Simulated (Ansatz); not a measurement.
Ansatz (an electronic-structure program) input (CCSD(T)/aug-cc-pVDZ):

Ansatz 0.2 input:
```yaml
crystal:
  periodic: [false, false, false]
  atoms:
    - {symbol: C, position_ang: [2.79689069, 0.10874318, 0.49239640]}
    - {symbol: C, position_ang: [1.93783186, -0.39714014, -0.60924545]}
    - {symbol: C, position_ang: [0.59478421, 0.18722853, -0.87227155]}
    - {symbol: C, position_ang: [-0.47989701, -0.25555757, 0.14412279]}
    - {symbol: C, position_ang: [-1.84026851, 0.35960568, -0.14883630]}
    - {symbol: O, position_ang: [-2.82835671, 0.01505402, 0.81672645]}
    - {symbol: H, position_ang: [3.83713715, -0.19879892, 0.37164184]}
    - {symbol: H, position_ang: [2.47174976, -0.26083583, 1.47759444]}
    - {symbol: H, position_ang: [2.76714374, 1.20157876, 0.55168423]}
    - {symbol: H, position_ang: [2.19185876, -1.34195939, -1.07523458]}
    - {symbol: H, position_ang: [0.25766832, -0.08216417, -1.87779956]}
    - {symbol: H, position_ang: [0.65701252, 1.28235898, -0.84231055]}
    - {symbol: H, position_ang: [-0.17577421, 0.02478242, 1.15539527]}
    - {symbol: H, position_ang: [-0.56177293, -1.34810652, 0.12683045]}
    - {symbol: H, position_ang: [-2.16937533, 0.07937540, -1.15832667]}
    - {symbol: H, position_ang: [-1.77387591, 1.44882684, -0.11973230]}
    - {symbol: H, position_ang: [-2.93096570, -0.94276774, 0.81945068]}
basis:
  gaussian:
    orbitals: aug-cc-pVDZ
magnetization: {spin_polarized: true, initial_magnetization: 1}
correlation: {method: ccsd_t, electrons: outside_noble_gas}
output: {forces: true}
```

Output:

```
Functional definition: HF
integrals: 2.72 GiB planned
2332 factors; integrals over basis functions are off by at most 7.8e-4 eV
1.15 GiB of device memory are held for the factors and their scratch space
mean field: 1.55 GiB planned
mean field evaluation 1: about -7357.0915 eV, gradient 3.3e1 eV
mean field evaluation 2: about -7357.0918 eV, gradient 3.3e1 eV
mean field evaluation 4: about -7363.0953 eV, gradient 3.8e0 eV
mean field evaluation 8: about -7363.2222 eV, gradient 2.1e-1 eV
mean field evaluation 16: about -7363.2072 eV, gradient 1.2e0 eV
mean field -7363.22309276 eV, -270.5934576869 hartree, gradient 2.7e-6 eV, S^2 0.764179; 0 other end points of the search recorded, 0 dependent functions left out
6 core orbitals not correlated
reference -7363.22309276 eV, -270.5934576869 hartree; 19, 18 occupied and 212, 213 virtual orbitals, 2332 factors
densities: 26.07 GiB planned
second order -24.99206258 eV of doubles, -0.00000000 eV of singles
coupled cluster: 18.01 GiB planned
cycle   1  -26.20914644 eV  change    -1.2e0 eV  update   1.1e-1
cycle   2  -26.86023246 eV  change   -6.5e-1 eV  update   3.2e-2
cycle   3  -27.00838160 eV  change   -1.5e-1 eV  update   1.6e-2
cycle   4  -27.01136917 eV  change   -3.0e-3 eV  update   5.0e-3
cycle   5  -27.00950128 eV  change    1.9e-3 eV  update   2.5e-3
cycle   6  -27.00977460 eV  change   -2.7e-4 eV  update   9.0e-4
cycle   7  -27.00971166 eV  change    6.3e-5 eV  update   3.9e-4
cycle   8  -27.00965753 eV  change    5.4e-5 eV  update   1.2e-4
cycle   9  -27.00967563 eV  change   -1.8e-5 eV  update   5.5e-5
cycle  10  -27.00966090 eV  change    1.5e-5 eV  update   2.0e-5
cycle  11  -27.00965531 eV  change    5.6e-6 eV  update   9.5e-6
cycle  12  -27.00966149 eV  change   -6.2e-6 eV  update   4.6e-6
cycle  13  -27.00966457 eV  change   -3.1e-6 eV  update   2.0e-6
perturbative correction -0.87417021 eV, -0.0321251628 hartree
the calculation of the forces begins
1.15 GiB of device memory are held for the factors and their scratch space
Total energy: -7391.10692754 eV, -271.6181697149 hartree
Atom 0 at     2.796891     0.108743     0.492396 Å, force     0.057482     0.058598     0.213219 eV/Å
Atom 1 at     1.937832    -0.397140    -0.609245 Å, force     0.095186    -0.051851    -0.194960 eV/Å
Atom 2 at     0.594784     0.187229    -0.872272 Å, force    -0.282052     0.069912     0.052718 eV/Å
Atom 3 at    -0.479897    -0.255558     0.144123 Å, force     0.072260     0.028827    -0.076881 eV/Å
Atom 4 at    -1.840269     0.359606    -0.148836 Å, force     0.119585    -0.072837    -0.086672 eV/Å
Atom 5 at    -2.828357     0.015054     0.816726 Å, force    -0.354102     0.107045     0.378313 eV/Å
Atom 6 at     3.837137    -0.198799     0.371642 Å, force     0.444348    -0.130039    -0.069772 eV/Å
Atom 7 at     2.471750    -0.260836     1.477594 Å, force    -0.139354    -0.156626     0.379208 eV/Å
Atom 8 at     2.767144     1.201579     0.551684 Å, force    -0.015495     0.460767    -0.000633 eV/Å
Atom 9 at     2.191859    -1.341959    -1.075235 Å, force     0.114249    -0.460164    -0.215143 eV/Å
Atom 10 at     0.257668    -0.082164    -1.877800 Å, force    -0.146053    -0.132066    -0.439046 eV/Å
Atom 11 at     0.657013     1.282359    -0.842311 Å, force     0.037557     0.473464     0.018677 eV/Å
Atom 12 at    -0.175774     0.024782     1.155395 Å, force     0.141058     0.140244     0.457931 eV/Å
Atom 13 at    -0.561773    -1.348107     0.126830 Å, force    -0.038514    -0.479852    -0.017996 eV/Å
Atom 14 at    -2.169375     0.079375    -1.158327 Å, force    -0.132778    -0.121934    -0.398386 eV/Å
Atom 15 at    -1.773876     1.448827    -0.119732 Å, force     0.024981     0.468887     0.028688 eV/Å
Atom 16 at    -2.930966    -0.942768     0.819451 Å, force     0.001642    -0.202375    -0.029266 eV/Å
Dipole moment:     0.191954    -0.216766    -0.147966 e Å
```

It need not be the lowest isomer of its formula.
